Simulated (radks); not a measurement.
Results of a calculation; reference values are marked as such.
Problem. Radial electron density D(r) = 4 pi r^2 rho(r) of an atom or ion with 63 electrons. Code: a radial shooting solver on a logarithmic mesh with Libxc functionals. Model: scalar-relativistic Kohn-Sham, LDA (Slater exchange, Perdew-Wang correlation), spin-polarised, spherical densities, finite nucleus; Fermi nuclear charge, rms radius of each element as measured or else 0.836 A^(1/3) + 0.57 fm.

r (bohr),D(r) (e/bohr),spin D(r)
0.00193,12.37,-0.0000447
0.002247,15.52,-0.0000553
0.002616,19.32,-0.0000675
0.003046,23.87,-0.0000811
0.003545,29.23,-0.0000956
0.004128,35.40,-0.000110
0.004844,42.74,-0.000122
0.005639,50.36,-0.000126
0.006564,58.36,-0.000118
0.007642,66.35,-0.0000889
0.008897,73.80,-0.0000250
0.01036,80.10,0.0000912
0.01206,84.59,0.000283
0.01404,86.78,0.000578
0.01647,86.41,0.00104
0.01918,83.88,0.00164
0.02232,80.34,0.00243
0.02599,77.45,0.00339
0.03026,77.19,0.00448
0.03522,81.09,0.00562
0.041,89.41,0.00671
0.04774,100.4,0.00776
0.05602,111.0,0.00925
0.06521,115.7,0.0123
0.07592,112.6,0.0201
0.08838,103.0,0.0385
0.1029,92.24,0.0787
0.1198,87.12,0.160
0.1394,90.70,0.316
0.1623,98.95,0.599
0.1905,102.3,1.11
0.2218,92.77,1.90
0.2582,72.77,3.06
0.3006,53.03,4.58
0.3499,43.90,6.32
0.4073,46.23,7.95
0.4742,51.39,9.04
0.5521,50.31,9.29
0.6479,40.74,8.62
0.7542,28.95,7.38
0.878,19.89,5.90
1.022,14.91,4.45
1.19,12.22,3.16
1.385,9.799,2.12
1.613,7.015,1.36
1.877,4.338,0.888
2.203,2.286,0.650
2.565,1.213,0.573
2.986,0.7357,0.540
3.476,0.5229,0.477
4.047,0.3692,0.361
4.711,0.2220,0.221
5.484,0.1045,0.104
6.385,0.03662,0.0366
7.493,0.008427,0.00843
8.723,0.001412,0.00141
10.15,0.0001540,0.000154

What is the nuclear charge?

Solution. Z = 65. The innermost maximum, from 1s, lies near gamma/Z bohr with gamma = sqrt(1 - (Z/c)^2) = 0.880, here 0.0135 bohr (found: 0.0148), and its height grows with Z. The density is that of the terbium ion Tb2+ in [Xe] 4f7 5d1 6p1; the configuration itself is not fixed sharply by these data, and Z only to a few units. D(r) has 4 maxima, at r = 0.0148, 0.0663, 0.185, 0.502 bohr, and minima at 0.0284, 0.122, 0.361 bohr, inside which lie 1.93, 11.18, 29.35 electrons.
